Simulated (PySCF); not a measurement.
PySCF input (CCSD(T)/cc-pVDZ):

```python
from pyscf import gto, scf, mp, cc as ccmod

mol = gto.M(
    atom='''
    C    -1.16979933   -0.02795748    0.30417577
    Si    0.57568461    0.01092575   -0.22556764
    H    -1.80015384    0.85093633    0.15655899
    H    -1.73943850   -0.95568380    0.22400751
    H     1.28893734   -1.11663320    0.52008273
    H     1.20986652    1.23616507    0.43224315
    ''',
    basis='cc-pvdz',
    charge=-1,
    spin=1,
    verbose=4,
)

mf = scf.UHF(mol)
mf.conv_tol = 1e-10
mf.max_cycle = 100
mf.kernel()
mo, _, stable, _ = mf.stability(return_status=True)
if not stable:
    mf.kernel(mf.make_rdm1(mo, mf.mo_occ))
mp2 = mp.MP2(mf, frozen=6).run()
cc = ccmod.CCSD(mf, frozen=6)
cc.max_cycle = 100
cc.kernel()
et = cc.ccsd_t()
print(f'E(CCSD(T)) = {cc.e_tot + et:.9f}')
```

End of the output:

```
Extra cycle  E= -329.036609299732  delta_E= -1.93e-12  |g|= 5.36e-07  |ddm|= 2.37e-06
converged SCF energy = -329.036609299732  <S^2> = 0.79529196  2S+1 = 2.0447904
uhf_internal: lowest eigs of H = [0.14945829 0.22066369 0.26763042]
<class 'pyscf.scf.uhf.UHF'> wavefunction is stable in the internal stability analysis

******** <class 'pyscf.mp.ump2.UMP2'> ********
nocc = (np.int64(7), np.int64(6)), nmo = (46, 46)
frozen orbitals 6
E(UMP2) = -329.273578209709  E_corr = -0.236968909977729
E(SCS-UMP2) = -329.279009913182  E_corr = -0.242400613450323
E_corr(same-spin) = -0.0484177829110981
E_corr(oppo-spin) = -0.188551127066631

******** <class 'pyscf.cc.uccsd.UCCSD'> ********
CC2 = 0
CCSD nocc = (np.int64(7), np.int64(6)), nmo = (46, 46)
frozen orbitals 6
max_cycle = 100
direct = 0
conv_tol = 1e-07
conv_tol_normt = 1e-06
diis_space = 6
diis_start_cycle = 0
diis_start_energy_diff = 1e+09
Init t2, MP2 energy = -0.236968909482939
Init E_corr(UCCSD) = -0.236968909483394
cycle = 1  E_corr(UCCSD) = -0.264774269061571  dE = -0.0278053596  norm(t1,t2) = 0.0819549
cycle = 2  E_corr(UCCSD) = -0.273385262717103  dE = -0.00861099366  norm(t1,t2) = 0.0317312
cycle = 3  E_corr(UCCSD) = -0.277607776634468  dE = -0.00422251392  norm(t1,t2) = 0.0209498
cycle = 4  E_corr(UCCSD) = -0.278574994375782  dE = -0.000967217741  norm(t1,t2) = 0.00990226
cycle = 5  E_corr(UCCSD) = -0.278386388629968  dE = 0.000188605746  norm(t1,t2) = 0.00625279
cycle = 6  E_corr(UCCSD) = -0.278531985981529  dE = -0.000145597352  norm(t1,t2) = 0.00244553
cycle = 7  E_corr(UCCSD) = -0.278541706949659  dE = -9.72096813e-06  norm(t1,t2) = 0.000917182
cycle = 8  E_corr(UCCSD) = -0.278541482217723  dE = 2.24731935e-07  norm(t1,t2) = 0.000377762
cycle = 9  E_corr(UCCSD) = -0.278538806571858  dE = 2.67564587e-06  norm(t1,t2) = 0.000160606
cycle = 10  E_corr(UCCSD) = -0.278538337689214  dE = 4.68882644e-07  norm(t1,t2) = 7.01626e-05
cycle = 11  E_corr(UCCSD) = -0.278537262220152  dE = 1.07546906e-06  norm(t1,t2) = 2.63632e-05
cycle = 12  E_corr(UCCSD) = -0.278537185052906  dE = 7.71672459e-08  norm(t1,t2) = 1.12196e-05
cycle = 13  E_corr(UCCSD) = -0.278537215418259  dE = -3.03653526e-08  norm(t1,t2) = 5.79653e-06
cycle = 14  E_corr(UCCSD) = -0.278537293934181  dE = -7.85159217e-08  norm(t1,t2) = 2.57177e-06
cycle = 15  E_corr(UCCSD) = -0.278537286202956  dE = 7.73122483e-09  norm(t1,t2) = 1.09289e-06
cycle = 16  E_corr(UCCSD) = -0.278537281560138  dE = 4.64281763e-09  norm(t1,t2) = 4.54721e-07
UCCSD converged
E(UCCSD) = -329.3151465812917  E_corr = -0.2785372815601382
UCCSD(T) correction = -0.00807711370466781
E(CCSD(T)) = -329.323223695
```
